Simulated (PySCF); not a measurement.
CI3, SMILES I[C+](I)I, charge +1. Coordinates come from a PBE0-D3(BJ)/def2-SVP optimisation. The def2 effective core potentials stand for the cores of I; spin–orbit coupling is left out.

Calculation: PySCF 2.14.0 with PBE0-D3(BJ)/def2-SVP.

Harmonic wavenumbers (cm⁻¹): 125, 125, 226, 368, 775, 775. Rotational constants (GHz): 0.6438, 0.6438, 0.3219; symmetry number 6.

Q: Work out the zero-point energy and the ideal-gas rigid-rotor harmonic-oscillator thermochemistry at 298.15 K and 1 atm.

A: ZPE = ½ Σ hcν = ½ × 2394 cm⁻¹ = 14.32 kJ/mol. H − E(el) = 30.56 kJ/mol. Entropy in J/(mol K): translation 183.24, rotation 119.64, vibration 39.75, total 342.63. G − E(el) = -71.59 kJ/mol. Cp = 69.16 J/(mol K). Modes under 150 cm⁻¹ make the vibrational entropy uncertain.
